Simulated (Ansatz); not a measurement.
Geometry optimisation, RKS B3LYP-D4/def2-SVP in Ansatz 0.2.0.

input.yaml

```yaml
crystal:
  periodic: [false, false, false]
  atoms:
    - { symbol: C, position_ang: [-1.5305, 0.69132, -1.06118] }
    - { symbol: O, position_ang: [-0.55452, 0.01383, -0.27181] }
    - { symbol: Al, position_ang: [0.3382, -0.98722, 0.63437] }
    - { symbol: O, position_ang: [1.9354, -0.18216, 1.01355] }
    - { symbol: H, position_ang: [-1.44701, 0.3612, -2.09502] }
    - { symbol: H, position_ang: [-2.52667, 0.46569, -0.6856] }
    - { symbol: H, position_ang: [-1.35012, 1.76368, -0.99936] }
    - { symbol: H, position_ang: [0.30403, -2.33622, 1.2607] }
    - { symbol: H, position_ang: [2.13859, 0.7083, 0.66904] }
    - { symbol: H, position_ang: [2.69261, -0.49841, 1.5353] }
total_charge: 1
basis:
  gaussian: { orbitals: def2-SVP }
hamiltonian:
  xc: b3lyp
  dispersion: d4
relax:
  f_tol: 0.02
  max_steps: 50
```

Run as:

```bash
$ ansatz run input.yaml --threads 2 --pin off --max-ram 3072MiB --backend cpu --events-out ev --progress --plain --runs-dir out
```

**Question.** Where does it end, and by what steps?

**Answer.** The run converged. The force dipped under the threshold on the way, but the program's further checks kept it going. Limits of this set-up: the dipole of an ion depends on the origin. After 16 steps the energy has fallen by 0.090 eV; H6 moved furthest, 0.34 Å.

```csv
step,energy less start (eV),largest force component (eV/Å),accepted
0,0.0000,0.950,yes
1,-0.0611,0.408,yes
2,-0.0815,0.156,yes
3,-0.0860,0.131,yes
4,-0.0881,0.091,yes
5,-0.0886,0.028,yes
6,-0.0887,0.003,yes
7,-0.0889,0.051,yes
8,-0.0890,0.049,yes
9,-0.0892,0.037,yes
10,-0.0894,0.046,yes
11,-0.0895,0.041,yes
12,-0.0897,0.050,yes
13,-0.0899,0.044,yes
14,-0.0900,0.035,yes
15,-0.0901,0.044,yes
16,-0.0902,0.020,yes
```

```xyz
10
Properties=species:S:1:pos:R:3
C -1.514 0.694 -1.058
O -0.493 0.109 -0.267
Al 0.261 -0.973 0.708
O 1.967 -0.199 0.941
H -1.247 0.609 -2.122
H -2.479 0.192 -0.887
H -1.609 1.759 -0.798
H 0.187 -2.303 1.497
H 2.210 0.650 0.522
H 2.717 -0.538 1.463
```

Time of the run: 29 s on 2 threads of Arm Neoverse V2 (shared host), peak memory 0.17 GiB.
